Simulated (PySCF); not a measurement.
Isomers of C8H15PS.

All values: PBE0/pcSseg-1 (PySCF) at PBE0-D3(BJ)/def2-SVP geometries, gas phase, one conformer each.

Task: Rank by LUMO energy, highest first.
A. `[CH3:1][CH:2]([CH3:3])[CH2:4][P:5]1(=[S:6])[CH2:7][CH:8]=[CH:9][CH2:10]1` with C1–C2–C4–P5 174°, C2–C4–P5–S6 -40°, C4–P5–C7–C8 -89°, P5–C7–C8–C9 -14°, C8–C9–C10–P5 14°, C4–P5–C10–C9 87°
B. `[CH3:1][CH2:2][C:3]1=[C:4]([CH3:5])[CH2:6][CH2:7][P@@:8]1([CH3:9])=[S:10]` with C1–C2–C3–C4 -88°, C3–C4–C6–C7 -15°, C4–C6–C7–P8 21°, C6–C7–P8–C9 88°, C2–C3–P8–C7 -167°
C. `[CH2:1]1[CH2:2][CH:3]([P:4]2[CH2:5][CH2:6][S:7][CH2:8][CH2:9]2)[CH2:10]1` with C2–C3–P4–C5 178°, C10–C1–C2–C3 -18°, C1–C2–C3–P4 139°, C3–P4–C5–C6 -163°, P4–C5–C6–S7 68°
D. `[CH2:1]=[CH:2][P@@:3](=[S:4])([C:5](=[CH2:6])[CH3:7])[CH:8]([CH3:9])[CH3:10]` with C1–C2–P3–S4 0°, C2–P3–C5–C6 48°, C2–P3–C8–C9 65°

Result: C (0.86 eV), A (-0.23 eV), B (-0.38 eV), D (-0.92 eV).

Task: Rank by the highest Hirshfeld charge on any atom, highest value first.
A. `[CH3:1][CH2:2][C:3]1=[C:4]([CH3:5])[CH2:6][CH2:7][P@@:8]1([CH3:9])=[S:10]` with C1–C2–C3–C4 -88°, C3–C4–C6–C7 -15°, C4–C6–C7–P8 21°, C6–C7–P8–C9 88°, C2–C3–P8–C7 -167°
B. `[CH3:1][CH:2]([CH3:3])[CH2:4][P:5]1(=[S:6])[CH2:7][CH:8]=[CH:9][CH2:10]1` with C1–C2–C4–P5 174°, C2–C4–P5–S6 -40°, C4–P5–C7–C8 -89°, P5–C7–C8–C9 -14°, C8–C9–C10–P5 14°, C4–P5–C10–C9 87°
C. `[CH2:1]1[CH2:2][CH:3]([P:4]2[CH2:5][CH2:6][S:7][CH2:8][CH2:9]2)[CH2:10]1` with C2–C3–P4–C5 178°, C10–C1–C2–C3 -18°, C1–C2–C3–P4 139°, C3–P4–C5–C6 -163°, P4–C5–C6–S7 68°

Result: B (+0.354 e), A (+0.340 e), C (+0.137 e).

Task: Rank by HOMO–LUMO gap, lowest first.
A. `[CH2:1]1[CH2:2][CH:3]([P:4]2[CH2:5][CH2:6][S:7][CH2:8][CH2:9]2)[CH2:10]1` with C2–C3–P4–C5 178°, C10–C1–C2–C3 -18°, C1–C2–C3–P4 139°, C3–P4–C5–C6 -163°, P4–C5–C6–S7 68°
B. `[CH3:1][CH:2]([CH3:3])[CH2:4][P:5]1(=[S:6])[CH2:7][CH:8]=[CH:9][CH2:10]1` with C1–C2–C4–P5 174°, C2–C4–P5–S6 -40°, C4–P5–C7–C8 -89°, P5–C7–C8–C9 -14°, C8–C9–C10–P5 14°, C4–P5–C10–C9 87°
C. `[CH2:1]=[CH:2][P@@:3](=[S:4])([C:5](=[CH2:6])[CH3:7])[CH:8]([CH3:9])[CH3:10]` with C1–C2–P3–S4 0°, C2–P3–C5–C6 48°, C2–P3–C8–C9 65°
D. `[CH3:1][CH2:2][C:3]1=[C:4]([CH3:5])[CH2:6][CH2:7][P@@:8]1([CH3:9])=[S:10]` with C1–C2–C3–C4 -88°, C3–C4–C6–C7 -15°, C4–C6–C7–P8 21°, C6–C7–P8–C9 88°, C2–C3–P8–C7 -167°

Result: C (5.42 eV), D (5.77 eV), B (6.12 eV), A (7.20 eV).

All values together:

| SMILES | μ (D) | HOMO (eV) | LUMO (eV) | lowest IAO charge (e) | highest IAO charge (e) | lowest Hirshfeld charge (e) | highest Hirshfeld charge (e) |
| --- | --- | --- | --- | --- | --- | --- | --- |
| CCC1=C(C)CC[P@@]1(C)=S | 5.41 | -6.15 | -0.38 | -0.649 (C) | +1.094 (P) | -0.338 (S) | +0.340 (P) |
| CC(C)CP1(=S)CC=CC1 | 4.47 | -6.35 | -0.23 | -0.621 (S) | +1.068 (P) | -0.328 (S) | +0.354 (P) |
| C=C[P@@](=S)(C(=C)C)C(C)C | 4.18 | -6.34 | -0.92 | -0.637 (S) | +1.062 (P) | -0.292 (S) | +0.349 (P) |
| C1CC(P2CCSCC2)C1 | 1.64 | -6.35 | 0.86 | -0.440 (C) | +0.465 (P) | -0.121 (C) | +0.137 (P) |

Conformers: `[CH3:1][CH2:2][C:3]1=[C:4]([CH3:5])[CH2:6][CH2:7][P@@:8]1([CH3:9])=[S:10]` with C1–C2–C3–C4 -88°, C3–C4–C6–C7 -15°, C4–C6–C7–P8 21°, C6–C7–P8–C9 88°, C2–C3–P8–C7 -167°; `[CH3:1][CH:2]([CH3:3])[CH2:4][P:5]1(=[S:6])[CH2:7][CH:8]=[CH:9][CH2:10]1` with C1–C2–C4–P5 174°, C2–C4–P5–S6 -40°, C4–P5–C7–C8 -89°, P5–C7–C8–C9 -14°, C8–C9–C10–P5 14°, C4–P5–C10–C9 87°; `[CH2:1]=[CH:2][P@@:3](=[S:4])([C:5](=[CH2:6])[CH3:7])[CH:8]([CH3:9])[CH3:10]` with C1–C2–P3–S4 0°, C2–P3–C5–C6 48°, C2–P3–C8–C9 65°; `[CH2:1]1[CH2:2][CH:3]([P:4]2[CH2:5][CH2:6][S:7][CH2:8][CH2:9]2)[CH2:10]1` with C2–C3–P4–C5 178°, C10–C1–C2–C3 -18°, C1–C2–C3–P4 139°, C3–P4–C5–C6 -163°, P4–C5–C6–S7 68°.
